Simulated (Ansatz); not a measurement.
`OCSC[SiH3]` + `N[SiH2][SiH2]Cl` → `[SiH3]N[SiH2][SiH2]Cl` + `CSCO`  (ligand exchange at the Si–C bond)

Program: Ansatz. Geometries: PBE0-D4/def2-TZVP. ΔE: electronic, gas phase. CCSD(T)/CBS adds triple-zeta CCSD(T) − MP2 to the extrapolated MP2 energy (def2 sets, frozen cores). Functionals use def2-TZVPP. B3LYP here is the variant with VWN-RPA as its local correlation; programs differ in this. Each species was taken in one conformer, which may not be the lowest.

Question: Is it downhill or uphill in electronic energy at CCSD(T)/CBS, and by how much? (Best estimate.)

Answer: Computed: Downhill: ΔE = -58.8 kJ/mol.

Question: What do these levels give: LDA (SPW92), PBE-D4, BLYP-D4, r2SCAN-D4, PBE0-D4, B3LYP-D4, r2SCAN0-D4, ωB97X-V, r2SCAN, CCSD(T)/def2-SVP, MP2/def2-TZVPP, CCSD/CBS(def2)? (An estimate is asked.)

Answer: Computed: LDA (SPW92) -48.7, PBE-D4 -50.9, BLYP-D4 -57.7, r2SCAN-D4 -57.5, PBE0-D4 -55.2, B3LYP-D4 -60.7, r2SCAN0-D4 -59.6, ωB97X-V -59.1, r2SCAN -56.9, CCSD(T)/def2-SVP -58.9, MP2/def2-TZVPP -60.2, CCSD/CBS(def2) -60.5 kJ/mol.

Largest T1 diagnostic among the species: 0.011.

The D4 term adds −3.4 kJ/mol with B3LYP and −2.0 kJ/mol with PBE0; it sums over pairs of atoms, weighted by their polarisabilities, and B3LYP, whose exchange is more repulsive, gets the larger term. From PBE to PBE0 (25 % exact exchange), in def2-TZVPP and without D4, ΔE moves by −4.4 kJ/mol.
